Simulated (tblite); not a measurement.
Species: C6H6Cl2.
Numbering: `[Cl:1][C:2]1=[CH:3][C@@H:4]2[CH2:5][C@@H:6]2[C@H:7]1[Cl:8]` (hydrogens: H9 on C3; H10 on C4; H11, H12 on C5; H13 on C6; H14 on C7)

Computed with GFN2-xTB (tblite), gas phase: Langevin dynamics at 300 K from the optimised GFN2-xTB geometry, time step 0.5 fs, friction 0.01 fs⁻¹, 2000 steps.

The start geometry, which sets the zero of energy:
```
atom  x, y, z in Å
Cl1     2.701   -0.912   -1.292
C2      1.264   -0.530   -0.445
C3      0.375   -1.389    0.050
C4     -0.771   -0.666    0.641
C5     -1.546    0.175   -0.343
C6     -0.459    0.803    0.472
C7      0.898    0.903   -0.190
Cl8     2.093    1.653    0.926
H9      0.441   -2.460    0.012
H10    -1.266   -1.076    1.506
H11    -2.565    0.430   -0.093
H12    -1.375    0.011   -1.396
H13    -0.704    1.539    1.221
H14     0.913    1.518   -1.092
```

Task: These frames come from the run, each turned onto the start geometry. Order them by potential energy, lowest first.
A.
```
atom  x, y, z in Å
Cl1     2.754   -0.982   -1.276
C2      1.296   -0.553   -0.396
C3      0.347   -1.389    0.009
C4     -0.787   -0.700    0.550
C5     -1.545    0.248   -0.403
C6     -0.461    0.808    0.457
C7      0.904    0.937   -0.196
Cl8     2.034    1.689    0.959
H9      0.469   -2.477    0.175
H10    -1.125   -1.194    1.485
H11    -2.514    0.516   -0.026
H12    -1.504    0.113   -1.484
H13    -0.698    1.500    1.242
H14     0.830    1.483   -1.117
```
B.
```
atom  x, y, z in Å
Cl1     2.651   -1.005   -1.450
C2      1.256   -0.558   -0.470
C3      0.407   -1.374    0.111
C4     -0.775   -0.651    0.664
C5     -1.514    0.143   -0.352
C6     -0.497    0.848    0.491
C7      0.892    0.929   -0.135
Cl8     2.105    1.752    0.879
H9      0.346   -2.502    0.146
H10    -1.253   -1.114    1.500
H11    -2.560    0.381   -0.200
H12    -1.214    0.118   -1.432
H13    -0.756    1.425    1.346
H14     0.911    1.606   -1.120
```
C.
```
atom  x, y, z in Å
Cl1     2.867   -0.930   -1.138
C2      1.306   -0.539   -0.406
C3      0.353   -1.419   -0.056
C4     -0.778   -0.695    0.638
C5     -1.562    0.204   -0.320
C6     -0.426    0.749    0.509
C7      0.957    0.881   -0.225
Cl8     2.000    1.866    0.819
H9      0.380   -2.538   -0.036
H10    -1.325   -1.072    1.484
H11    -2.576    0.484   -0.056
H12    -1.420    0.121   -1.384
H13    -0.572    1.451    1.276
H14     0.796    1.437   -1.128
```
D.
```
atom  x, y, z in Å
Cl1     2.693   -0.958   -1.217
C2      1.238   -0.526   -0.541
C3      0.429   -1.380    0.068
C4     -0.774   -0.675    0.583
C5     -1.551    0.208   -0.342
C6     -0.469    0.848    0.438
C7      0.771    0.890   -0.272
Cl8     2.011    1.475    0.893
H9      0.592   -2.367    0.226
H10    -1.227   -1.153    1.399
H11    -2.503    0.460   -0.029
H12    -1.382    0.180   -1.428
H13    -0.703    1.518    1.286
H14     0.874    1.480   -1.087
```

Result: C (0.346 eV), A (0.426 eV), B (0.545 eV), D (0.723 eV).

In the order of the answer:

```csv
t (fs),E above start (eV),largest force (eV/Å),rms force component (eV/Å),rms distance from start (Å),rms bond change (Å),bond most changed (Å)
725,0.346,2.39,0.681,0.128,0.030,C6–C7 +0.058
150,0.426,2.03,0.685,0.108,0.029,C2–C7 +0.052
650,0.545,2.53,0.886,0.116,0.041,C7–H14 +0.104
550,0.723,3.45,1.181,0.129,0.042,C6–C7 -0.084
```

The cost below is that of the whole dynamics run. The run took 17 s wall on one thread, Intel Xeon Platinum 8488C (x86_64), no GPU, shared host with 192 logical CPUs at a one-minute load of 112, and the process peaked at 0.19 GiB of memory.
